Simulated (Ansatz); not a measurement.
Program: Ansatz. Geometries: PBE0-D4/def2-TZVP. ΔE: electronic, gas phase. CCSD(T)/CBS adds triple-zeta CCSD(T) − MP2 to the extrapolated MP2 energy (def2 sets, frozen cores). DFT in def2-TZVPP. For Ge outer-core shells are correlated without core-valence functions, which leaves a few kJ/mol of doubt a bond. Scalar relativity is left out up to krypton. One conformer a species, not always the lowest.

Consider the redistribution: `N=[C]([SiH3])[GeH3]` + `BS[SiH3]` → `B[S][GeH3]` + `N=C([SiH3])[SiH3]`.

| level | ΔE (kJ/mol) | difference from CCSD(T)/CBS |
| --- | --- | --- |
| PBE-D4 | 1.2 | -3.4 |
| ωB97M-V | 1.0 | -3.6 |
| B2PLYP | 1.3 | -3.3 |
| PBE | 1.2 | -3.4 |
| HF/def2-TZVPP | -2.4 | -7.0 |
| MP2/def2-TZVPP | 4.5 | -0.1 |
| SCS-MP2/def2-TZVPP | 2.9 | -1.7 |
| CCSD/def2-TZVPP | 2.3 | -2.3 |
| HF/def2-QZVPP | -2.5 | -7.1 |
| SCS-MP2/def2-QZVPP | 3.8 | -0.8 |
| CCSD(T)/CBS | 4.6 | 0 |

Largest T1 diagnostic among the species: 0.014.

In def2-TZVPP, CCSD(T) changes the Hartree–Fock value by +5.0 kJ/mol (the triples alone add +0.3 kJ/mol) and MP2 by +6.9 kJ/mol.
